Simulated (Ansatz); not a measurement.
The first iterations of a band of C4H10AlCl (16 atoms, charge 0, multiplicity 1).

The calculation used Ansatz, RKS B3LYP-D4/6-31G.

```yaml
movable_images: 5
climbing_image: yes
spring: 5.0 eV/Å²
optimiser: quadratic models (default)
start_path: through a guess of the saddle point
force_threshold: 0.2 eV/Å
iteration_limit: 27
end_points: relaxed
```

First end point:

```xyz
16
Properties=species:S:1:pos:R:3
C 0.794 -2.437 0.620
Al 1.277 -0.657 -0.090
C 0.045 0.933 0.049
C -0.205 1.508 -1.366
C -1.214 0.565 0.779
Cl -2.380 2.099 1.079
H -0.291 -2.587 0.671
H 1.226 -3.242 0.013
H 1.187 -2.561 1.640
H 2.682 -0.387 -0.825
H 0.596 1.685 0.638
H 0.736 1.756 -1.870
H -0.808 2.421 -1.309
H -0.752 0.798 -2.001
H -1.054 0.199 1.792
H -1.863 -0.114 0.224
```

Last end point:

```xyz
16
Properties=species:S:1:pos:R:3
C 0.650 -1.996 0.026
Al 0.413 -0.712 1.497
C 0.089 1.338 -0.391
C -0.352 0.807 -1.722
C -0.710 1.482 0.691
Cl -1.423 -1.067 2.744
H -0.254 -2.092 -0.586
H 1.488 -1.725 -0.628
H 0.865 -2.990 0.442
H 1.584 0.054 2.268
H 1.129 1.658 -0.321
H 0.290 -0.014 -2.060
H -0.281 1.600 -2.479
H -1.387 0.452 -1.694
H -1.762 1.216 0.660
H -0.362 1.967 1.598
```

| iteration | highest image above the first end (eV) | largest band force component (eV/Å) |
| --- | --- | --- |
| 1 | 16.508 | 40.833 |
| 2 | 5.530 | 11.690 |
| 3 | 2.207 | 4.465 |
| 4 | 0.973 | 2.277 |

**Question.** Does the band converge within its limit, and where does its top end?

**Answer.** The forces met the threshold. It ended after 12 iterations with the highest image 0.375 eV above the first end. The threshold of 0.2 eV/Å is loose, so the images may lie well off the minimum-energy path. The order of the stationary point at the top wasn't checked. The orbitals stay closed-shell, which can raise the energy where a bond breaks towards radicals; this wasn't checked here. Limits of this set-up: no polarisation functions.

Time of the run: 7.5 min on 1 thread of Arm Neoverse V1, on a shared host, peak memory 0.22 GiB.
